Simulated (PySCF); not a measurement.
C2H7OSi, SMILES C[SiH](C)[O] (connectivity only; charge and spin as stated), charge -1, multiplicity 1.

Coordinates come from a B3LYP-D3(BJ)/def2-SVPD optimisation. The spin state was assumed, not searched. The isomer is the one that the SMILES or the coordinates give; other isomers of the formula were not compared.

Calculation: SMD-ωB97X/def2-SVPD run with PySCF.

Solvation free energies are E(SMD) − E(gas) at the gas-phase geometry, for 1 M in both phases.

Computed solvation free energies in water, dichloromethane, methanol:
```csv
solvent,ΔG(solv) (kcal/mol),its non-electrostatic (CDS) part
water,-65.8,3.3
dichloromethane,-52.3,-0.2
methanol,-66.1,1.5
```
